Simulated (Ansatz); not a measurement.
Two shapes of singlet AlCl3.

Shape 1:

```xyz
4

Al    0.0225   -0.0352   -0.0274
Cl    2.1244   -0.0067   -0.0197
Cl   -1.0471    1.7515   -0.0067
Cl   -1.0503   -1.8456    0.0184
```

Shape 2:

```xyz
4

Al    0.0000    0.0000    0.0000
Cl    2.2453    0.0000    0.0000
Cl   -1.1226    1.9445    0.0000
Cl   -1.1226   -1.9445    0.0000
```

Basis set: 6-31G* (spherical functions). Frozen core: 20 orbitals. Charge 0, multiplicity 1.

Computed with Ansatz (development build ahead of 0.2.0); each method stands on the lowest determinant of its kind that the runs found.

**Question.** Which shape is lower in energy, and by how much in each method?

**Answer.**

```tsv
method	E(2) − E(1) (eV)
RHF	0.679
RHF-MP2	0.696
```

Shape 1 is lower. Caution: no unrestricted run beside it, a lower state can exist.
